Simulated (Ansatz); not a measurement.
System: MoCl₂, charge 0, multiplicity 5. The spin state was set by rule; other spins were not relaxed. 
Structure (B3LYP-D3(BJ)/def2-TZVP (Ansatz, a first-principles code) minimum search):
SMILES: [Cl][Mo][Cl]
```xyz
3

Mo    -0.0052    -0.0677     0.4134
Cl     2.0820     0.0580    -0.4887
Cl    -2.0691     0.1093    -0.5326
```
Charge 0, spin multiplicity 5.

Total electronic energies in hartree. Cores are frozen in the correlated levels unless marked. Open shells are spin-unrestricted. Spin-orbit coupling is left out. The frozen core is the preceding noble-gas configuration, with the filled d and f shells of earlier blocks. In def2 rows, elements after Kr have scalar-relativistic effective core potentials. STO-3G rows are all-electron and non-relativistic. CBS(X,Y): correlation extrapolated as X^-3; Hartree-Fock from the larger set. [CCSD(T)-MP2]/basis is that difference in the basis named.

```
level                                                                 program  energy (Eh)
-------------------------------------------------------------  --------------  -----------
RI-HF/def2-TZVPP                                                       Ansatz   -986.70391
PBE/def2-TZVPD                                                         Ansatz   -988.34010
revPBE-D4/def2-TZVPD                                           Ansatz + dftd4   -988.58738
revPBE/def2-TZVPD                                                      Ansatz   -988.58052
r2SCAN/def2-TZVPD                                                      Ansatz   -988.67503
B97M-V/def2-TZVPD                                                      Ansatz   -988.46328
PBE0-D4/def2-TZVPD                                             Ansatz + dftd4   -988.38525
r2SCAN0-D4/def2-TZVPD                                          Ansatz + dftd4   -988.62523
CAM-B3LYP-D3(BJ)/def2-TZVPD                                    Ansatz + dftd3   -988.67418
CAM-B3LYP/def2-TZVPD                                                   Ansatz   -988.67068
wB97X/def2-TZVPD                                                       Ansatz          ___
B2GP-PLYP-D3(BJ)/def2-TZVPD                                    Ansatz + dftd3   -988.11486
B2GP-PLYP-D4/def2-TZVPD                                        Ansatz + dftd4   -988.11009
PBE-QIDH/def2-TZVPD                                                    Ansatz   -988.04061
RPA@PBE/def2-TZVPP                                                     Ansatz          ___
RI-MP2/def2-QZVPP                                                      Ansatz   -987.27157
SCS-MP2/def2-SVPD                                                      Ansatz   -986.71738
CCSD/STO-3G                                                            Ansatz  -4845.33595
CCSD/def2-SVP                                                          Ansatz   -986.73970
CCSD(T)/def2-TZVPPD                                                    Ansatz   -987.26087
RI-MP2/CBS(def2-TZVPPD,def2-QZVPPD)+[CCSD(T)-MP2]/def2-SVPD            Ansatz    -987.3477
RI-MP2/CBS(def2-TZVPP,def2-QZVPP)+[CCSD(T)-MP2]/def2-TZVPP             Ansatz    -987.3668
RI-MP2/CBS(def2-TZVPPD,def2-QZVPPD)+[CCSD(T)-MP2]/def2-TZVPPD          Ansatz    -987.3659
```

Fill in the missing entries.


- wB97X/def2-TZVPD, energy (Eh): -988.66273
- RPA@PBE/def2-TZVPP, energy (Eh): -987.49362
